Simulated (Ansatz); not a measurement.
Computed with Ansatz on PBE0-D4/def2-TZVP structures; ΔE is electronic, products minus reactants. CBS: MP2 limit from def2 TZ/QZ plus the TZ coupled-cluster correction, frozen cores. This one scheme is used for every species, atoms too. Open shells (•) are unrestricted, without spin–orbit coupling. Spin–orbit coupling would lower the free atoms: a little for O, S, Si. One conformer a species, not always the lowest.

Reaction (atomization): `O[SiH]1[SiH2]S1` → 4 H• + O• + S• + 2 Si•

| species | SCS-MP2/def2-QZVPP energy (Eh) |
| --- | --- |
| `O[SiH]1[SiH2]S1` | -1053.47304 |
| H• | -0.49998 |
| O• | -74.97413 |
| S• | -397.64208 |
| Si• | -288.92213 |

(1) Work out ΔE.

Largest T1 diagnostic among the species: 0.014.

Answers

(1) ΔE = 4 × (-0.49998) + 2 × (-288.92213) + (-74.97413) + (-397.64208) − (-1053.47304) = 1.01265 Eh = +27.56 eV. CCSD(T)/CBS gives +27.53 eV.

Leaving LDA and LC-ωPBE aside and taking each functional with its dispersion term where it has one, the values, not all of them listed here, spread over 1.32 eV, from BHLYP-D4 to B97M-V. LDA lies +3.84 eV from PBE without D4, its usual overbinding. In def2-TZVPP, CCSD(T) changes the Hartree–Fock value by +7.13 eV (the triples alone add +0.49 eV) and MP2 by +7.61 eV; breaking electron pairs costs correlation energy, which Hartree–Fock lacks. From r2SCAN to r2SCAN0 (25 % exact exchange), in def2-TZVPP and without D4, ΔE moves by −0.50 eV: exact exchange takes away binding that semilocal exchange gives to molecules.

For atomizations the MP2-based limit and the directly extrapolated one differ by several kJ/mol either way, and by 10 to 25 for some Ge, Se and Sn compounds, so smaller differences from it don't rank the levels.
